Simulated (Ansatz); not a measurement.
B(OPMe3)Cl3 (C3H9BCl3OP). Total charge 0; singlet. Geometry r2SCAN-D4/def2-SVP, basis def2-TZVP, Ansatz.

```json
{"run": "A", "HOMO (eV)": "-5.98", "LUMO (eV)": "-0.91"}
{"run": "B", "HOMO (eV)": "-7.36", "LUMO (eV)": "0.01"}
{"run": "C", "HOMO (eV)": "-8.71", "LUMO (eV)": "0.77"}
{"run": "D", "HOMO (eV)": "-6.83", "LUMO (eV)": "-0.20"}
{"run": "E", "HOMO (eV)": "-6.32", "LUMO (eV)": "-0.55"}
```

Problem. The runs used CAM-B3LYP, PBE, PBE0, r2SCAN, r2SCANh. Estimate which is which.

Solution. A PBE (0 % exact exchange); B PBE0 (25 % exact exchange); C CAM-B3LYP (range-separated); D r2SCANh (10 % exact exchange); E r2SCAN (0 % exact exchange). Exact exchange lowers occupied and raises empty levels; among semilocal functionals meta-GGAs tend to open the gap a little, and such runs are hard to tell apart. The gap grows from 5.07 eV (PBE) to 9.48 eV (CAM-B3LYP).
